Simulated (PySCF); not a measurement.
Species: C8H16Si.
Geometry (PBE0-D3(BJ)/def2-SVP, Å), atoms numbered from 1 in this order:
```xyz
25
C8H16Si angstrom
C     -2.2760   -0.2067    1.3351
C     -2.3609   -0.4611   -0.1663
C     -1.2186    0.3854   -0.7346
C     -0.1219    0.4043    0.3621
C      1.1708   -0.2835   -0.0577
C      2.2922   -0.3340    1.0199
Si     3.5291   -0.2786   -0.4110
C      1.9520    0.3656   -1.2368
C     -0.7731   -0.2559    1.5976
H     -2.6696    0.7988    1.5660
H     -2.8488   -0.9269    1.9395
H     -2.1763   -1.5308   -0.3659
H     -3.3412   -0.2171   -0.6037
H     -1.5741    1.4088   -0.9328
H     -0.8396   -0.0029   -1.6925
H      0.1356    1.4514    0.6018
H      0.9252   -1.3244   -0.3433
H      2.3194    0.6147    1.5838
H      2.2522   -1.1637    1.7388
H      3.9525   -1.6296   -0.8946
H      4.7406    0.5959   -0.3207
H      1.9033    1.4660   -1.1672
H      1.6548    0.0692   -2.2522
H     -0.4764    0.2226    2.5425
H     -0.4498   -1.3098    1.6616
```

Method: PBE0-D3(BJ)/def2-SVP geometry optimisation, gas phase in PySCF 2.14.0.

Masses are those of the commonest isotopes; rigid-rotor values at the optimised geometry. The values belong to one conformer with, in the numbering `[CH2:1]1[CH2:2][CH2:3][CH:4]([CH:5]2[CH2:6][SiH2:7][CH2:8]2)[CH2:9]1`, C3–C4–C5–C6 -178°, C9–C1–C2–C3 -42°, C1–C2–C3–C4 31°, C2–C3–C4–C5 115°, C4–C5–C6–Si7 -149°.

**Question.** What are A, B and C (MHz)?

**Answer.** Ia = 140.44, Ib = 710.61, Ic = 797.13 u·Å²; 505379 MHz·u·Å²/I gives A = 3599, B = 711.2, C = 634.0 MHz.

**Question.** What kind of rotor is it?

**Answer.** A near-prolate asymmetric top: κ = (2 × 711.2 − 3599 − 634.0)/(3599 − 634.0) = -0.95.

**Question.** Is it planar, by Δ = Ic − Ia − Ib?

**Answer.** Not planar: Δ = Ic − Ia − Ib = -53.92 u·Å². For a rigid frame Δ = −2 Σ m c², so Σ m c² = 26.96 u·Å² lies off the ab plane: 17.84 from hydrogen and 9.12 from heavier atoms. The atom farthest from that plane is 1.63 Å away.

**Question.** Give the other two planar moments, Paa and Pbb, and the rms extents of the mass along the axes.

**Answer.** Paa = Σ m a² = (Ib + Ic − Ia)/2 = 683.65 and Pbb = Σ m b² = (Ia + Ic − Ib)/2 = 113.48 u·Å². With the mass M = 140.10 u, the rms extents √(P/M) along a, b and c are 2.21, 0.90, 0.44 Å.

**Question.** Which lines would a microwave search look for?

**Answer.** The dipole components are |μa| = 0.60 D, |μb| = 0.01 D, |μc| = 0.20 D. The squared components, which scale the intensities, stand as 1.00 : 0.00 : 0.11 (a : b : c). Some lines, for components of 0.1 D or more:

```json
{"type": "a", "branch": "Q", "J(Ka,Kc)": "3(1,2) ← 3(1,3)", "MHz": "463", "lower level (cm⁻¹)": "0.359"}
{"type": "a", "branch": "R", "J(Ka,Kc)": "2(0,2) ← 1(0,1)", "MHz": "2689", "lower level (cm⁻¹)": "0.045"}
{"type": "c", "branch": "Q", "J(Ka,Kc)": "2(1,2) ← 2(0,2)", "MHz": "2812", "lower level (cm⁻¹)": "0.135"}
{"type": "a", "branch": "R", "J(Ka,Kc)": "3(1,2) ← 2(1,1)", "MHz": "4150", "lower level (cm⁻¹)": "0.236"}
{"type": "a", "branch": "R", "J(Ka,Kc)": "4(1,4) ← 3(1,3)", "MHz": "5223", "lower level (cm⁻¹)": "0.359"}
{"type": "a", "branch": "R", "J(Ka,Kc)": "4(0,4) ← 3(0,3)", "MHz": "5366", "lower level (cm⁻¹)": "0.269"}
{"type": "a", "branch": "R", "J(Ka,Kc)": "4(2,3) ← 3(2,2)", "MHz": "5380", "lower level (cm⁻¹)": "0.660"}
{"type": "a", "branch": "R", "J(Ka,Kc)": "4(3,1) ← 3(3,0)", "MHz": "5384", "lower level (cm⁻¹)": "1.148"}
{"type": "c", "branch": "R", "J(Ka,Kc)": "3(1,2) ← 2(0,2)", "MHz": "7194", "lower level (cm⁻¹)": "0.135"}
{"type": "c", "branch": "Q", "J(Ka,Kc)": "4(2,3) ← 4(1,3)", "MHz": "8395", "lower level (cm⁻¹)": "0.559"}
{"type": "c", "branch": "R", "J(Ka,Kc)": "2(2,0) ← 1(1,0)", "MHz": "11431", "lower level (cm⁻¹)": "0.144"}
{"type": "c", "branch": "R", "J(Ka,Kc)": "3(2,1) ← 2(1,1)", "MHz": "12705", "lower level (cm⁻¹)": "0.236"}
{"type": "c", "branch": "Q", "J(Ka,Kc)": "4(3,2) ← 4(2,2)", "MHz": "14612", "lower level (cm⁻¹)": "0.840"}
{"type": "c", "branch": "R", "J(Ka,Kc)": "3(3,0) ← 2(2,0)", "MHz": "18665", "lower level (cm⁻¹)": "0.525"}
{"type": "c", "branch": "R", "J(Ka,Kc)": "3(3,1) ← 2(2,1)", "MHz": "18667", "lower level (cm⁻¹)": "0.525"}
{"type": "c", "branch": "Q", "J(Ka,Kc)": "4(4,1) ← 4(3,1)", "MHz": "20479", "lower level (cm⁻¹)": "1.327"}
{"type": "c", "branch": "R", "J(Ka,Kc)": "4(4,1) ← 3(3,1)", "MHz": "25863", "lower level (cm⁻¹)": "1.148"}
```

**Question.** Estimate the classical rotational partition function at 50 K, 100 K and 298.15 K.

**Answer.** Point group C1, symmetry number σ = 1; q = (√π/σ)·√((kT/h)³/(ABC)), k/h = 20836.6 MHz/K: 46800 at 50 K, 132000 at 100 K, 681000 at 298.15 K.

Stationary, but not proved a minimum. Zero-point vibration and centrifugal distortion are left out.
